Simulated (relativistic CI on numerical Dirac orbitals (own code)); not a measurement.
# Ligand-field terms of d6

Computed with a parametric ligand-field model of a d^n configuration (Racah B and C, spin-orbit zeta, crystal field), exact diagonalisation.

Field parameters in Wybourne normalisation: Oh B⁴₀ = 21Dq, B⁴₄ = √(5/14) B⁴₀. The field is a parameter set, without covalency.

**Question.** Lowest levels for B = 360, C = 1570, ζ = 860 cm⁻¹, Oh, 10Dq = 14350 cm⁻¹?

**Answer.** A1 0 (S 0.07), E 9568 (S 1.03), T2 9683 (S 1.03), T1 10109 (S 1.05), A1 10649 (S 1.06), T1 12008 (S 0.95), E 12408 (S 1.04), T2 12858 (S 1.09), A2 13233 (S 1.00) cm⁻¹, with S from ⟨S²⟩ = S(S + 1). The ground level has 0.07 electrons in the cubic e pair.

**Question.** Lowest levels for B = 650, C = 2790, ζ = 90 cm⁻¹, Oh, 10Dq = 3650 cm⁻¹?

**Answer.** T2 0 (S 2.00), E 44 (S 2.00), T1 45 (S 2.00), A1 108 (S 2.00), T1 111 (S 2.00), T2 113 (S 2.00), A2 3718 (S 2.00), T2 3719 (S 2.00), E 3719 (S 2.00) cm⁻¹, with S from ⟨S²⟩ = S(S + 1). The ground level has 2.00 electrons in the cubic e pair.

**Question.** Lowest levels for B = 990, C = 4570, ζ = 390 cm⁻¹, Oh, 10Dq = 26000 cm⁻¹?

**Answer.** A1 0 (S 0.01), E 12896 (S 1.61), T2 12918 (S 1.65), T1 12942 (S 1.65), A1 12982 (S 1.65), T2 13064 (S 1.81), T1 13253 (S 1.96), E 13571 (S 1.51), T2 13819 (S 1.69) cm⁻¹, with S from ⟨S²⟩ = S(S + 1). The ground level has 0.06 electrons in the cubic e pair.

**Question.** Lowest levels for B = 590, C = 2400, ζ = 500 cm⁻¹, Oh, 10Dq = 4050 cm⁻¹?

**Answer.** T2 0 (S 2.00), E 207 (S 2.00), T1 238 (S 2.00), A1 501 (S 1.99), T1 580 (S 2.00), T2 628 (S 2.00), A2 4448 (S 2.00), T2 4458 (S 2.00), E 4468 (S 2.00) cm⁻¹, with S from ⟨S²⟩ = S(S + 1). The ground level has 2.00 electrons in the cubic e pair.

**Question.** Lowest levels for B = 430, C = 1860, ζ = 630 cm⁻¹, Oh, 10Dq = 30600 cm⁻¹?

**Answer.** A1 0 (S 0.01), E 25018 (S 1.00), T2 25058 (S 1.00), T1 25435 (S 1.00), A1 25699 (S 1.00), T1 28106 (S 0.91), E 28337 (S 1.00), T2 28690 (S 1.00), A2 28878 (S 1.00) cm⁻¹, with S from ⟨S²⟩ = S(S + 1). The ground level has 0.02 electrons in the cubic e pair.
